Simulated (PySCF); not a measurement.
BFH, SMILES [BH]F (connectivity only; charge and spin as stated), charge +1, multiplicity 1. Geometry optimised at PBE0-D3(BJ)/def2-TZVPD. The spin state was assumed, not searched. The isomer is the one that the SMILES or the coordinates give; other isomers of the formula were not compared.

TDA-PBE/def2-TZVPD (PySCF) puts the lowest singlet excitations at 10.91, 10.93, 10.93, 11.03, 11.03, 13.56 eV.

Problem. What are the lowest excitation roots from ADC(3)/aug-cc-pVDZ in PySCF? (The exact figures need the calculation; the answer reports its results.)

Solution. 11.36, 11.36, 12.62, 12.64, 12.64, 14.79 eV. S1 differs by 0.46 eV (second minus first; roots are paired by order, and the bases may differ).
